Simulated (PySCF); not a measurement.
B(H)(Br)(NH2) (BBrH3N), SMILES NBBr. Heavy atoms are numbered as in [BH:1]([Br:3])[NH2:4]. Hydrogens are named by the atom that carries them.

Geometry: B3LYP-D3(BJ)/def2-TZVP. Other conformers were not sampled.

These are PBE0/pcSseg-2 in PySCF values and carry that method's errors.

GIAO shieldings, no solvent; atoms alike by connectivity are averaged. δ = σ(ref) − σ: ¹¹B against BF3 (σ = 88.8 ppm); ¹H against TMS (σ = 31.54 ppm); ¹⁵N against NH3 (σ = 263.3 ppm), references at their B3LYP-D3(BJ)/def2-TZVP geometries, non-relativistic (without spin–orbit terms, shifts of atoms bonded to Cl or Br come out too high).

```json
[
 {"nucleus": "¹¹B", "atoms": "B1 (BH)", "count": "1", "δ (ppm)": "31.0"},
 {"nucleus": "¹H", "atoms": "H on B1", "count": "1", "δ (ppm)": "5.62"},
 {"nucleus": "¹H", "atoms": "H on N4", "count": "2", "δ (ppm)": "4.48"},
 {"nucleus": "¹⁵N", "atoms": "N4 (NH2)", "count": "1", "δ (ppm)": "115.5"}
]
```
